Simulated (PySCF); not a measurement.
formyl cation (CHO), SMILES [O+]#C, charge +1.

Geometry: r2SCAN-D4/def2-TZVPD.

Two levels are set side by side: TDDFT-PBE/def2-TZVPD (PySCF) and ADC(2)/aug-cc-pVDZ (PySCF). Vertical, same geometry; the bases differ. Differences are taken from unrounded values.

| quantity | TDDFT-PBE |
|---|---|
| lowest singlet excitation (eV) | 9.74 |

Question: These are the TDDFT-PBE values. What does ADC(2) give? (The exact figures need the calculation; the answer reports its results.)

Answer: 
```tsv
quantity	ADC(2)	TDDFT-PBE minus ADC(2)
lowest singlet excitation (eV)	10.10	-0.36
```

Functionals without exact exchange tend to place singlet excitations lower, as here. Differences between two approximate levels are no errors against the true value.

Rough cost on one machine, each run with all the roots and properties that it gave: ADC(2) against TDDFT-PBE within a factor of 2.
